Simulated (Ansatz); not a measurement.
Program: Ansatz. Geometries: PBE0-D4/def2-TZVP. ΔE: electronic, gas phase. CBS: MP2 limit from def2 TZ/QZ plus the TZ coupled-cluster correction, frozen cores. This one scheme is used for every species. Functionals use def2-TZVPP. B3LYP here is the variant with VWN-RPA as its local correlation; programs differ in this. HSE06 is defined as in plane-wave codes. One conformer a species, not always the lowest.

Consider the formal exchange of groups at the Si–F bond: `O[SiH](F)S` + `[SiH3][SiH3]` → `O[SiH](S)[SiH2][SiH3]` + H–F.

(1) Is it downhill or uphill in electronic energy at CCSD(T)/CBS, and by how much? (Estimate.)

(2) What do these levels give: BLYP-D4, B3LYP-D4, PBE-QIDH, BLYP, r2SCAN, r2SCANh, r2SCAN0, HSE06, RPA@PBE/def2-TZVPP, CCSD/def2-SVP, HF/def2-TZVPP, MP2/CBS(def2)? (Best estimate.)

Largest T1 diagnostic among the species: 0.013.

Results:

(1) Ansatz gave: Uphill: ΔE = +150.7 kJ/mol.

(2) The calculation gave: BLYP-D4 148.7, B3LYP-D4 153.0, PBE-QIDH 150.7, BLYP 165.2, r2SCAN 158.0, r2SCANh 158.1, r2SCAN0 158.5, HSE06 144.4, RPA@PBE/def2-TZVPP 154.8, CCSD/def2-SVP 155.5, HF/def2-TZVPP 190.3, MP2/CBS(def2) 152.0 kJ/mol.

The D4 term adds −14.5 kJ/mol with B3LYP and −8.6 kJ/mol with PBE0; it sums over pairs of atoms, weighted by their polarisabilities, and B3LYP, whose exchange is more repulsive, gets the larger term. From PBE to PBE0 (25 % exact exchange), in def2-TZVPP and without D4, ΔE moves by +5.1 kJ/mol. Leaving LDA and LC-ωPBE aside and taking each functional with its dispersion term where it has one, the values, not all of them listed here, spread over 36.9 kJ/mol, from revPBE-D4 to B2PLYP.
